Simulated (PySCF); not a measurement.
C₃H₉AlO. Atoms are numbered in the order given.

```xyz
14

Al    -0.1022    -0.1778     1.2253
H     -1.1717    -1.2650     1.6818
C      1.2526     0.5900     2.3890
H      1.8814     1.3223     1.8597
H      1.9127    -0.1921     2.8010
H      0.7928     1.0970     3.2542
O     -0.1563     0.3495    -0.3949
C     -0.9061     0.0644    -1.5350
C     -0.0535    -0.5874    -2.6050
H     -1.7684    -0.5917    -1.2982
H     -1.3312     1.0065    -1.9293
H      0.3429    -1.5532    -2.2537
H     -0.6385    -0.7685    -3.5201
H      0.8012     0.0575    -2.8596
```

Coordinates come from a PBE0-D3(BJ)/def2-SVP optimisation. The structure was generated by enumeration; whether it is a known compound was not checked. Other conformers were not sampled.

Method: PBE/def2-TZVP (PySCF).

ESP charges are fitted to the potential on shells at 1.4 to 2.0 van der Waals radii. Atomic charges (e):

| atom | Löwdin | ESP fit |
|---|---|---|
| Al1 | 0.17 | 0.94 |
| H2 | -0.11 | -0.30 |
| C3 | -0.50 | -0.82 |
| H4 | 0.14 | 0.19 |
| H5 | 0.14 | 0.17 |
| H6 | 0.14 | 0.17 |
| O7 | 0.12 | -0.59 |
| C8 | -0.39 | 0.39 |
| C9 | -0.32 | -0.38 |
| H10 | 0.12 | -0.05 |
| H11 | 0.12 | -0.01 |
| H12 | 0.12 | 0.10 |
| H13 | 0.12 | 0.08 |
| H14 | 0.12 | 0.10 |
